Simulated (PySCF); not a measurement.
**The potential of point charges around `C=C[SiH2]CF`**

Species: `C=C[SiH2]CF`. Coordinates (GFN2-xTB, Å) and charges (e) from the PBE0/pcSseg-1 density (PySCF):

```csv
atom,x,y,z,Mulliken,IAO,Hirshfeld,ESP-fitted
C1,2.259,-0.297,-0.292,-0.1520,-0.2745,-0.0822,-0.3852
C2,1.134,-0.135,0.388,-0.4872,-0.4214,-0.1360,-0.2359
Si3,-0.389,0.778,-0.233,+0.6728,+0.7554,+0.3401,+0.4344
C4,-1.914,-0.335,0.129,-0.1408,-0.2345,-0.0675,-0.1375
F5,-2.022,-0.563,1.488,-0.3488,-0.3282,-0.1305,-0.2186
H6,3.109,-0.828,0.109,+0.1219,+0.1516,+0.0500,+0.1769
H7,2.381,0.099,-1.287,+0.1142,+0.1437,+0.0449,+0.1833
H8,1.074,-0.557,1.386,+0.1410,+0.1595,+0.0462,+0.1606
H9,-0.355,0.989,-1.684,-0.0997,-0.1257,-0.0751,-0.1051
H10,-0.575,2.039,0.491,-0.0748,-0.1182,-0.0746,-0.0927
H11,-2.854,0.129,-0.178,+0.1250,+0.1457,+0.0422,+0.1096
H12,-1.847,-1.320,-0.341,+0.1284,+0.1466,+0.0425,+0.1101
```

Points outside the species (Å): A (-2.5, -3.8, 4.2); B (0.5, 3.0, -5.1); C (-7.4, -5.0, -2.3).

**Question.** Find the potential V = 14.3996 V·Å × Σ q/r of each set of charges at these points.

**Answer.** In volts:

| point | nearest atom | distance (Å) | Mulliken | IAO | Hirshfeld | ESP-fitted |
| --- | --- | --- | --- | --- | --- | --- |
| A | F5 | 4.25 | -0.382 | -0.355 | -0.132 | -0.191 |
| B | H9 | 4.06 | +0.229 | +0.205 | +0.064 | +0.068 |
| C | H12 | 6.94 | +0.006 | +0.004 | -0.003 | +0.011 |

**Question.** How far are the other sets from the ESP-fitted one at these points?

**Answer.** Root-mean-square difference: Hirshfeld 0.035 V, IAO 0.123 V, Mulliken 0.145 V. The ESP scheme is a least-squares fit of atom-centred charges to the potential on four shells outside the van der Waals surface, with the total charge fixed.

**Question.** What energy would a point charge of -1 e have at A in the field of the ESP charges, leaving out polarisation?

**Answer.** +0.191 eV = +18.4 kJ/mol, a repulsion.

The structure is a single GFN2-xTB conformer in the gas phase; no vibrational or solvent corrections.

Conformer computed: `[CH2:1]=[CH:2][SiH2:3][CH2:4][F:5]`: C1–C2–Si3–C4 133°, C2–Si3–C4–F5 60°.
